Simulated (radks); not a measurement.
Results of a calculation; reference values are marked as such.
Fractional charge and spin in the 2p shell of phosphorus: the spin-up occupation runs from 2 to 3 and the spin-down occupation from 2 to 3; the fullest corner is P3+, [He] 2s2 3s2 2p(up 3, down 3). Code: a radial shooting solver on a logarithmic mesh with Libxc functionals. Model: scalar-relativistic Kohn-Sham, r2SCAN, spin-polarised, spherical densities, finite nucleus; meta-GGA in the generalised Kohn-Sham scheme; Fermi nuclear charge, rms radius of each element as measured or else 0.836 A^(1/3) + 0.57 fm. Energy (eV) minus the two flat planes that join the four corners (they meet along the diagonal where the two added fractions sum to one electron); zero is where a piecewise linear energy would lie.

| down \ up | 2 | 2.25 | 2.5 | 2.75 | 3 |
|---|---|---|---|---|---|
| 2 | 0.000 | -3.859 | -5.125 | -3.829 | 0.000 |
| 2.25 | -3.859 | -4.782 | -3.163 | 0.969 | -3.553 |
| 2.5 | -5.125 | -3.163 | 1.291 | -2.927 | -4.716 |
| 2.75 | -3.829 | 0.969 | -2.927 | -4.413 | -3.520 |
| 3 | 0.000 | -3.553 | -4.716 | -3.520 | 0.000 |

Corners above the fullest one (they belong to P4+ and the next ion): (up 3, down 2) 184.11 eV, (up 2, down 3) 184.11 eV, (up 2, down 2) 412.76 eV. With half an added electron in each spin the energy lies 1.291 eV from the planes, and with half an added electron in spin up alone -5.125 eV. The planes are only a guide here: the flat-plane condition holds for ground states with one frontier orbital, while this shell lies below other occupied shells, so the corners above the fullest one are inner-hole states and not the ground states of those ions.
